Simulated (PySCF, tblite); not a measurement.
Species: C2H9NOSi.
Cartesian coordinates in Å at the GFN2-xTB level; atoms count from 1:
```xyz
14
C2H9NOSi angstrom
C      2.2234   -0.2819    0.4979
O      1.0378    0.4446    0.5731
Si    -0.3895    0.1040   -0.1242
C     -1.5842    1.3925    0.5580
N     -0.9379   -1.4587    0.3772
H      3.0030    0.2875    1.0060
H      2.5200   -0.4469   -0.5416
H      2.1147   -1.2535    0.9867
H     -0.2387    0.2099   -1.5894
H     -1.7400    1.2696    1.6241
H     -1.2165    2.3979    0.3886
H     -2.5475    1.3066    0.0677
H     -0.3472   -2.2598    0.2197
H     -1.8979   -1.7121    0.2140
```

The calculation used wB97X-D/def2-SVPD in PySCF (dipole) on a GFN2-xTB geometry, gas phase.

Masses are those of the commonest isotopes; rigid-rotor values at the optimised geometry. The values belong to one conformer with, in the numbering `[CH3:1][O:2][Si@H:3]([CH3:4])[NH2:5]`, C1–O2–Si3–C4 174°, O2–Si3–N5–H -57° and 165°.

What are A, B and C (MHz)?

Ia = 87.79, Ib = 175.31, Ic = 235.62 u·Å²; 505379 MHz·u·Å²/I gives A = 5757, B = 2883, C = 2145 MHz.

What kind of rotor is it?

An asymmetric top. Ray's parameter κ = (2B − A − C)/(A − C) = -0.591; −1 is the prolate and +1 the oblate limit.

What does the inertial defect say?

Not planar: Δ = Ic − Ia − Ib = -27.48 u·Å². For a rigid frame Δ = −2 Σ m c², so Σ m c² = 13.74 u·Å² lies off the ab plane: 7.01 from hydrogen and 6.73 from heavier atoms. The atom farthest from that plane is 1.86 Å away.

List the rotational levels J(Ka,Kc) to J = 3 (MHz).

Above 0(0,0):
J = 1: 1(0,1) 5028, 1(1,1) 7902, 1(1,0) 8639
J = 2: 2(0,2) 14958, 2(1,2) 17219, 2(1,1) 19432, 2(2,1) 28054, 2(2,0) 28179
J = 3: 3(0,3) 29564, 3(1,3) 31123, 3(1,2) 35536, 3(2,2) 43137, 3(2,1) 43739, 3(3,1) 59424, 3(3,0) 59437
Those of J = 1 are B + C, A + C and A + B.

Which lines would a microwave search look for?

The dipole components are |μa| = 0.19 D, |μb| = 1.47 D, |μc| = 0.57 D. The squared components, which scale the intensities, stand as 0.02 : 1.00 : 0.15 (a : b : c). Some lines, for components of 0.1 D or more:

```
type  branch         J(Ka,Kc)    MHz  lower level (cm⁻¹)
   a       Q  2(1,1) ← 2(1,2)   2213               0.574
   c       Q  2(1,2) ← 2(0,2)   2261               0.499
   c       Q  1(1,1) ← 1(0,1)   2874               0.168
   b       Q  1(1,0) ← 1(0,1)   3612               0.168
   b       Q  2(1,1) ← 2(0,2)   4474               0.499
   a       R  1(0,1) ← 0(0,0)   5028               0.000
   b       R  2(0,2) ← 1(1,1)   7057               0.264
   b       R  1(1,1) ← 0(0,0)   7902               0.000
   b       Q  2(2,0) ← 2(1,1)   8747               0.648
   a       R  2(1,2) ← 1(1,1)   9317               0.264
   a       R  2(1,1) ← 1(1,0)  10793               0.288
   b       R  2(1,2) ← 1(0,1)  12191               0.168
   c       R  2(1,1) ← 1(0,1)  14405               0.168
   b       R  2(2,1) ← 1(1,0)  19415               0.288
   c       R  2(2,0) ← 1(1,0)  19540               0.288
   c       R  2(2,1) ← 1(1,1)  20153               0.264
   b       R  2(2,0) ← 1(1,1)  20277               0.264
```

Estimate the classical rotational partition function at 10 K, 50 K and 100 K.

Point group C1, symmetry number σ = 1; q = (√π/σ)·√((kT/h)³/(ABC)), k/h = 20836.6 MHz/K: 894 at 10 K, 9990 at 50 K, 28300 at 100 K.

Its GFN2-xTB frequencies are all real (lowest 75 cm⁻¹). Zero-point vibration and centrifugal distortion are left out. A rigid rotor knows nothing of inversion at nitrogen or internal rotation, which can split or shift real lines. Quadrupole hyperfine structure (14N) is left out.
